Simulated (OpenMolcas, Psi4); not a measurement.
How methods differ on InH2OF (SMILES [OH][InH][F])

InH2OF has 5 atoms, charge 0, and is taken as a singlet. As SMILES, `[OH][InH][F]`. The coordinates come from a PBE0-D4/def2-TZVP relaxation. This is a higher conformer, about 10 kJ/mol above the lowest found by a separate search.

```tsv
atom	x (Å)	y (Å)	z (Å)
O	-1.2795	-0.3459	-0.5774
In	0.4801	0.0425	0.2100
F	1.1859	-1.6547	0.8415
H	-1.7252	0.4298	-0.9257
H	1.3885	1.4547	0.4102
```

Quantity: the dipole moment, in D. The values are calculated.

```tsv
level	kind	program	value (D)	CPU time
HF/def2-SVP (core potential)	Hartree–Fock	Psi4	4.75	10 s
BLYP/def2-SVP (core potential)	GGA	Psi4	3.78	21 s
M06-L/def2-SVP (core potential)	meta-GGA	Psi4	4.09	35 s
BHLYP/def2-SVP (core potential)	global hybrid	OpenMolcas	4.43	11 s
TPSSh/def2-SVP (core potential)	hybrid meta-GGA	Psi4	3.97	32 s
CAM-B3LYP/def2-SVP (core potential)	range-separated hybrid	Psi4	4.19	28 s
HSE06/def2-SVP (core potential)	range-separated hybrid	Psi4	4.17	57 s
wB97X/def2-SVP (core potential)	range-separated hybrid	Psi4	4.21	16 s
```

The values span 3.78 to 4.75 D. Magnitudes only. Times are those of the runs behind each value, whatever else they computed, on shared processors of several kinds: orders of magnitude only.
